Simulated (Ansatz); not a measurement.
Geometry optimisation, RKS PBE0-D4/def2-SVP (Ansatz 0.2.0).

The input (input.yaml):

```yaml
crystal:
  periodic: [false, false, false]
  atoms:
    - { symbol: Ti, position_ang: [0.0, 0.0, 0.0] }
    - { symbol: Cl, position_ang: [0.0, 0.0, 2.72] }
    - { symbol: Cl, position_ang: [2.2349, 0.0, -0.7892] }
    - { symbol: O, position_ang: [-0.9043, 1.5667, -0.6394] }
    - { symbol: H, position_ang: [-1.8621, 1.336, -0.8617] }
    - { symbol: Cl, position_ang: [-1.1163, -1.9339, -0.7892] }
    - { symbol: H, position_ang: [1.0439, -1.5851, 0.6306] }
    - { symbol: H, position_ang: [0.8775, -1.3325, 1.6317] }
basis:
  gaussian: { orbitals: def2-SVP }
hamiltonian:
  xc: pbe0
  dispersion: d4
relax:
  f_tol: 0.15
  max_steps: 25
  restrain:
    - { distance: [0, 6], at: 2.9, k: 30.0 }
    - { distance: [7, 1], at: 2.57, k: 30.0 }
    - { distance: [0, 1], at: 2.37, k: 30.0 }
    - { distance: [7, 6], at: 0.66, k: 30.0 }
```

Command:

```bash
$ ansatz run input.yaml --threads 4 --pin off --max-ram 5120MiB --backend cpu --events-out ev --progress --plain --runs-dir out
```

Problem. Where does it end, and by what steps?

Solution. The run converged. The restraints hold the end off the free minimum. After 8 steps the energy has fallen by 2.931 eV (the restraints' own energy left out); H7 moved furthest, 0.80 Å. Parted: Ti1–H7 (2.00 → 2.90 Å). Joined: H7–H8 (1.05 → 0.72 Å).

```json
{"step": "0", "energy less start (eV)": "0.0000", "largest force component (eV/Å)": "3.606", "accepted": "yes"}
{"step": "1", "energy less start (eV)": "-0.8425", "largest force component (eV/Å)": "2.435", "accepted": "yes"}
{"step": "2", "energy less start (eV)": "-1.2385", "largest force component (eV/Å)": "3.892", "accepted": "yes"}
{"step": "3", "energy less start (eV)": "-2.0665", "largest force component (eV/Å)": "3.707", "accepted": "yes"}
{"step": "4", "energy less start (eV)": "-2.8279", "largest force component (eV/Å)": "2.048", "accepted": "yes"}
{"step": "5", "energy less start (eV)": "-2.9038", "largest force component (eV/Å)": "1.508", "accepted": "yes"}
{"step": "6", "energy less start (eV)": "-2.9130", "largest force component (eV/Å)": "1.481", "accepted": "yes"}
{"step": "7", "energy less start (eV)": "-2.9067", "largest force component (eV/Å)": "1.610", "accepted": "no"}
{"step": "8", "energy less start (eV)": "-2.9306", "largest force component (eV/Å)": "1.482", "accepted": "yes"}
```

```xyz
8
Properties=species:S:1:pos:R:3
Ti -0.091 0.090 0.017
Cl -0.180 0.264 2.328
Cl 1.913 0.265 -0.803
O -0.997 1.417 -0.601
H -1.861 1.657 -0.957
Cl -1.115 -1.678 -0.714
H 1.428 -2.164 1.033
H 1.177 -1.800 1.600
```

Run time: 26 s on 4 threads of Arm Neoverse V1 (shared host), peak memory 0.31 GiB.
